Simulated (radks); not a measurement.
Task: These are the eigenvalues of the occupied orbitals of an atom or ion with whole-number occupations (eV). Method: Dirac Kohn-Sham, revPBE, spin-unpolarised, spherical densities, point nucleus; computed with a radial shooting solver on a logarithmic mesh with Libxc functionals.

orbital  eigenvalue
1s1/2     -3985.972
2s1/2     -450.0153
2p1/2     -372.8101
2p3/2     -369.1153
3s1/2      -79.3449
3p1/2      -59.9120
3p3/2      -59.4884

Which element is it, and in what charge state? The configuration may be excited. Open shells, if any, fill j = l - 1/2 first.

Result: Z = 20, calcium, charge +3: Ca3+ in [Ne] 3s2 3p5. The list shows which subshells hold electrons but not how many an open one holds; the 1s level, -146.48 hartree, gives Z - s = 17.1 by -(Z - s)^2/2, which with screening and relativity narrows Z to a few neighbours, and the depths of the outer levels then fix element, charge and occupations together.
